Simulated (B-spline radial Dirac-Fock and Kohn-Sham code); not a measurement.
# Dipole and non-dipole photoemission parameters of Br⁴⁺ 2p3/2

System: bromine as Br⁴⁺, configuration 1s2 2s2 2p6 3s2 3p6 3d10 4s2 4p1; threshold 1610.9 eV (orbital energy of the model). These are calculated numbers from an atomic code on a B-spline grid; the model is Dirac-Hartree-Slater photoionisation with a Latter tail; cross sections with all multipoles, angular parameters from the dipole term and its interference with E2.

For linearly polarised light dσ/dΩ = σ/(4π) [1 + β P₂(cos θ) + (δ + γ cos²θ) sin θ cos φ], with θ from the polarisation vector and φ the angle between the beam and the projection of the electron momentum on the plane normal to the polarisation.

```
hν (eV)  σ (kb)      β       γ      δ
   1790     284  1.200  -0.172  0.008
   2520     115  1.463   0.194  0.028
   4070    29.2  1.420   0.731  0.050
   5110    14.8  1.350   0.963  0.066
   6000    9.03  1.291   1.120  0.080
   7760       ?      ?       ?      ?
 9251.7    2.27  1.097   1.491  0.135
  12800   0.778  0.932   1.721  0.195
  13500   0.651  0.904   1.754  0.207
  14000   0.576  0.885   1.775  0.215
```

Question: Give the values at 7760 eV.

Answer: σ = 4.01 kb, β = 1.180, γ = 1.351, δ = 0.110.
